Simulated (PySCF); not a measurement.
# `C[C@H]1O[S@@](=O)O[C@@H]1F`, C₃H₅FO₃S

Molfile (atoms numbered from 1):
```
C3H5FO3S
     RDKit          3D

 13 13  0  0  0  0  0  0  0  0999 V2000
   -1.3587   -0.6713   -0.3368 C   0  0  0  0  0  0  0  0  0  0  0  0
   -0.4462    0.1893    0.5287 C   0  0  1  0  0  0  0  0  0  0  0  0
    0.4767   -0.6060    1.2278 O   0  0  0  0  0  0  0  0  0  0  0  0
    2.0433   -0.5596    0.6489 S   0  0  0  0  0  4  0  0  0  0  0  0
    2.3892   -1.8147    0.0744 O   0  0  0  0  0  0  0  0  0  0  0  0
    1.5634    0.4658   -0.6374 O   0  0  0  0  0  0  0  0  0  0  0  0
    0.4242    1.1289   -0.3306 C   0  0  2  0  0  0  0  0  0  0  0  0
    0.7267    2.2559    0.4171 F   0  0  0  0  0  0  0  0  0  0  0  0
   -2.1153   -0.0564   -0.8159 H   0  0  0  0  0  0  0  0  0  0  0  0
   -0.7707   -1.1825   -1.0962 H   0  0  0  0  0  0  0  0  0  0  0  0
   -1.8445   -1.4172    0.2863 H   0  0  0  0  0  0  0  0  0  0  0  0
   -1.0205    0.7767    1.2544 H   0  0  0  0  0  0  0  0  0  0  0  0
   -0.0719    1.4917   -1.2384 H   0  0  0  0  0  0  0  0  0  0  0  0
  1  2  1  0
  2  3  1  0
  4  3  1  1
  4  5  2  0
  4  6  1  0
  6  7  1  0
  7  8  1  0
  7  2  1  0
  1  9  1  0
  1 10  1  0
  1 11  1  0
  2 12  1  1
  7 13  1  6
M  END
```

Method: TDDFT B3LYP/def2-SVPD circular dichroism and optical rotation, one conformer, gas phase (PySCF 2.14.0). Geometry: GFN2-xTB.

States above about 8.2 eV (minus the energy of the highest occupied orbital) lie near or above the ionisation threshold and depend on the basis.

(1) Draw the ECD and absorption spectra from the lowest 16 states, each a Gaussian of half-width 0.35 eV at 1/e height.

Results:

(1) 
| E (eV) | λ (nm) | Δε (L mol⁻¹ cm⁻¹) | ε (L mol⁻¹ cm⁻¹) |
| --- | --- | --- | --- |
| 5.28 | 235 | +1.56 | 141 |
| 5.43 | 228 | +4.41 | 399 |
| 5.58 | 222 | +8.66 | 783 |
| 5.73 | 216 | +11.76 | 1060 |
| 5.88 | 211 | +11.07 | 1000 |
| 6.03 | 206 | +7.23 | 665 |
| 6.18 | 201 | +3.33 | 334 |
| 6.33 | 196 | +1.18 | 172 |
| 6.48 | 191 | +0.48 | 134 |
| 6.63 | 187 | +0.45 | 142 |
| 6.78 | 183 | +0.85 | 228 |
| 6.93 | 179 | +1.68 | 538 |
| 7.08 | 175 | +2.31 | 1160 |
| 7.23 | 172 | +1.38 | 1900 |
| 7.38 | 168 | -2.06 | 2390 |
| 7.53 | 165 | -7.90 | 2670 |
| 7.68 | 161 | -15.25 | 3350 |
| 7.83 | 158 | -22.06 | 4720 |
| 7.98 | 155 | -25.27 | 6050 |
| 8.13 | 153 | -23.59 | 6480 |
| 8.28 | 150 | -19.25 | 5960 |
| 8.43 | 147 | -14.67 | 4950 |
| 8.58 | 145 | -9.26 | 3810 |
| 8.73 | 142 | -2.02 | 2800 |

Δε uses R in velocity form, ε uses f in length form. Only the states computed contribute, so the short-wavelength end is incomplete.

The sign of the CD band at 190 nm isn't settled: the length form gives the opposite one.
